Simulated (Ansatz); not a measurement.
The cluster Co₂Si. Total charge 0; singlet. Geometry B3LYP-D4/def2-TZVP; atoms count from 1.

Cartesian coordinates in Å:
```
Co -0.6769 0.8824 -0.4859
Co -0.5699 -0.9333 0.5264
Si 1.2468 0.0509 -0.0405
```

The restricted singlet is unstable: a solution with broken spin symmetry lies lower. The geometry of the singlet was relaxed on an unsound state (restricted singlet, unstable towards broken spin symmetry at other levels and untested here). At PBE0-D4/def2-TZVP a quintet of charge 0 lies 3.20 eV below the restricted singlet, each at its own geometry. That quintet is doubtful there (⟨S²⟩ 6.69, where a pure state has 6.00). The structure comes from a short search, and lower isomers may exist.

Estimate the Mulliken populations from the PBE0/def2-TZVP orbitals of Ansatz.


| atom | charge (e) | d electrons |
| --- | --- | --- |
| Co1 | 0.04 | 8.05 |
| Co2 | 0.04 | 8.05 |
| Si3 | -0.07 | – |
Mulliken values and Mayer orders depend strongly on the basis.

And the Mayer bond orders between bonded heavy atoms (over 0.3)?

Co1–Co2 1.75 (2.08 Å); Co1–Si3 1.43 (2.14 Å); Co2–Si3 1.43 (2.14 Å).
